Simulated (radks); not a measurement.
C2+, configuration [He] 2s2. All-electron calculation, scalar-relativistic Kohn-Sham, PBE, spin-polarised, spherical densities, point nucleus; hard spherical wall at 15 bohr. Program: a radial shooting solver on a logarithmic mesh with Libxc functionals.

Unscreened Slater integrals over Kohn-Sham orbitals (eV). They are taken over the spin-up orbitals. Empty in this configuration: 2p.

| integral | value |
|---|---|
| F0(2s,2s) | 18.085 |
| F0(2s,1s) | 25.356 |
| G0(2s,1s) | 2.0430 |
| F0(2s,2p) | 18.358 |
| G1(2s,2p) | 11.279 |
| F0(1s,1s) | 95.050 |
| F0(1s,2p) | 26.162 |
| G1(1s,2p) | 3.1241 |
| F0(2p,2p) | 18.814 |
| F2(2p,2p) | 8.8288 |
